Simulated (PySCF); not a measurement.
# Excited states of Ba²⁺ (barium, charge +2)

Ground state [Xe], ¹S. All numbers are calculated (PySCF 2.14, scalar relativity by spin-free X2C-1e, in x2c-TZVPall with one added diffuse shell each of s, p, d type (12s8p7d1f, 78 functions)). Vertical excitation energies in eV without spin-orbit coupling; excited terms of each kind are numbered among those the solver found. Frozen: [Kr].

| term | leading excitation | EOM-EE-CCSD |
| --- | --- | --- |
| 1 3P° | 5p → d | 17.302 |
| 1 3F° | 5p → d | 18.022 |
| 1 1D° | 5p → d | 18.921 |
| 1 3D° | 5p → d | 19.065 |
| 1 1F° | 5p → d | 19.123 |
| 1 1P° | 5p → s | 19.725 |
| 1 3S | 5p → p | 22.305 |
| 1 3D | 5p → p | 22.846 |
| 1 1D | 5p → p | 23.053 |
| 1 1P | 5p → p | 23.191 |
| 1 3P | 5p → p | 23.231 |
| 1 1S | 5p → p | 23.896 |
| 2 1D | 5p → p | 29.032 |

The spin-orbit splitting of the hole, absent here, rivals or exceeds the spacing of these terms, so the LS terms are model states.

The solver can miss terms. Rydberg members are limited by the diffuse functions of the basis.
